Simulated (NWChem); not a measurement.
System: CCl₂, singlet; SMILES Cl[C]Cl

```xyz
3

Cl     1.4217     0.0000    -0.1693
C      0.0000     0.0000     0.8468
Cl    -1.4217     0.0000    -0.1693
```
Atoms are numbered in this order, from 1.

Computed with NWChem. Pople sets run with spherical d functions. Low-valent species are run as closed-shell singlets; no triplet was tried in these runs. Coordinates come from a PBE-D3(BJ)/def2-SVP optimisation. Static field.

```tsv
level	basis functions	isotropic polarisability (bohr³)	anisotropy (bohr³)
PBE/6-31G*	50	31.5	32.9
PBE/6-31+G*	62	38.9	[?]
PBE/def2-SVP	50	30.0	28.2
PBE/def2-SVPD	74	45.3	29.6
PBE/def2-TZVP	105	38.6	30.8
PBE/aug-cc-pVDZ	77	44.8	29.9
PBE/Sadlej pVTZ	88	46.4	30.0
PBE/def2-TZVPD	129	46.4	30.2
PBE/aug-cc-pVTZ	146	46.1	30.0
```

### Question
Complete the blanks.

### Answer

- PBE/6-31+G*, anisotropy (bohr³): 31.3
